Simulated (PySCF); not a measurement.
CH8GeNP.
Bonds: C1–N2, N2–Ge3, Ge3–P4. Hydrogens: H5, H6, H7 on C1; H8 on N2; H9, H10 on Ge3; H11, H12 on P4.

Level of theory: PBE0-D3(BJ)/def2-SVP geometry optimisation, gas phase (PySCF 2.14.0).

(1) What internal coordinates does the optimisation give?

## Answers

(1) 
| bond | length (Å) |
| --- | --- |
| C1–N2 | 1.444 |
| N2–Ge3 | 1.833 |
| Ge3–P4 | 2.346 |
| C1–H5, C1–H6, C1–H7 | 1.105 |
| N2–H8 | 1.016 |
| Ge3–H9, Ge3–H10 | 1.541 |
| P4–H11, P4–H12 | 1.430 |

Bonds in one row agree within 0.01 Å and their mean is given. A selection of angles:
| angle | degrees |
| --- | --- |
| N2–C1–H5 | 109.9 |
| N2–C1–H6 | 110.7 |
| N2–C1–H7 | 115.1 |
| H5–C1–H6 | 106.5 |
| H5–C1–H7 | 107.0 |
| C1–N2–Ge3 | 120.2 |
| C1–N2–H8 | 112.6 |
| Ge3–N2–H8 | 113.7 |
| N2–Ge3–P4 | 112.9 |
| N2–Ge3–H9 | 106.8 |
| P4–Ge3–H9 | 107.6 |
| P4–Ge3–H10 | 111.4 |
| H9–Ge3–H10 | 111.4 |
| Ge3–P4–H11 | 93.7 |
| H11–P4–H12 | 93.1 |

Dihedral angles: C1–N2–Ge3–P4 61° (synclinal). The mirror-image conformer, all signs reversed, is as good.

Ge3 (germanium bonded to N, P and 2 H) is tetrahedral (angles from 106.7° to 112.9°). N2 (nitrogen bonded to C, Ge and H) is pyramidal (angles 120.2°, 113.7° and 112.6°, sum 346.5°, 0.29 Å off the plane of its three neighbours). P4 (three-coordinate phosphorus) is pyramidal (angles 93.7°, 93.1° and 93.0°, sum 279.8°, 0.88 Å off the plane of its three neighbours).

Point group: C1 (no symmetry element, even within 0.4 Å). Stationary, but not proved a minimum. One conformer, not necessarily the lowest (C1–N2–Ge3–P4 61°, N2–Ge3–P4–H -76° and -170°).
